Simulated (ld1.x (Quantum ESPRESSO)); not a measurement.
What one change does to a pseudopotential (Ta (Z = 73), TM)

| Item | Value |
| --- | --- |
| Element | Ta |
| Generator | ld1.x (Quantum ESPRESSO) 7.5 |
| Type | norm-conserving Troullier–Martins (Kleinman–Bylander form) |
| Functional | PBE |
| Relativity | scalar-relativistic |
| Frozen core | [Xe] 4f14 |
| Valence charge | 5 |
| Reference configuration | 5d3 6s2 6p0 |
| Partial waves | 6s (bound): rc 2.75 bohr; 6p (bound, empty): rc 3.95 bohr; 5d (bound): rc 2.30 bohr |
| Local potential | all-electron potential smoothed inside 2.15 bohr (lloc = -1) |
| Core correction | none |

Change: local potential all-electron potential smoothed inside 4.54 bohr (lloc = -1).

Cutoffs: the cutoffs (Ry, on a coarse ladder) from which the occupation-weighted sum of valence levels, in a spherical-Bessel basis at the reference potential, stays within 10 and 1 mRy of its value at 400 Ry; they do not see the model core or the augmentation charge, which bear on the density cutoff. Errors are all-electron minus pseudo energies relative to the spin-unpolarised reference configuration.

How do hardness, ghosts and transferability respond?

The potential gets neither clearly harder nor softer (25 Ry and 35 Ry → 25 Ry and 35 Ry); the bound ghost in s disappears; of the 7 tests that both files solve, the error grows in 2 and shrinks in 5 by more than 15 % and 0.3 meV (median size 31.0 → 16.7 meV). In the separable form a ghost depends on how the local part lies against the semilocal potential of the channel, so the choice of the local part can create or remove one.

| quantity | base | changed |
| --- | --- | --- |
| cutoff, loose | 25 Ry | 25 Ry |
| cutoff, tight | 35 Ry | 35 Ry |
| loose cutoff by channel (10 mRy a level) | s 8 Ry, d 21 Ry | s 6 Ry, d 21 Ry |
| bound ghosts | s | none |
| error for 5d3 6s1 6p0, meV [ΔE 8.47 eV] | +5.7 | -15 |
| error for 5d3 6s0 6p0, meV [ΔE 23.44 eV] | +104 | -7.2 |
| error for 5d2 6s0 6p0, meV [ΔE 47.04 eV] | +212 | -142 |
| error for 5d3 6s1 6p1, meV [ΔE 4.18 eV] | +6.1 | -4.5 |
| error for 5d2 6s2 6p1, meV [ΔE 2.99 eV] | +31 | -56 |
| error for 5d3 6s0 6p1, meV [ΔE 13.55 eV] | +114 | -19 |
| error for 5d4 6s0 6p0, meV [ΔE 9.90 eV] | +21 | +17 |

Base: These tests converged, but a pseudo level misses the all-electron one widely, so the file describes the atom poorly there or has found another state: 5d2 6s0 6p0: empty 6p by 5.2 eV (a node warning on the way). A true bound ghost makes a file unfit for plane-wave use even where its test errors are small: the radial tests pick states by their node count and pass the ghost by.
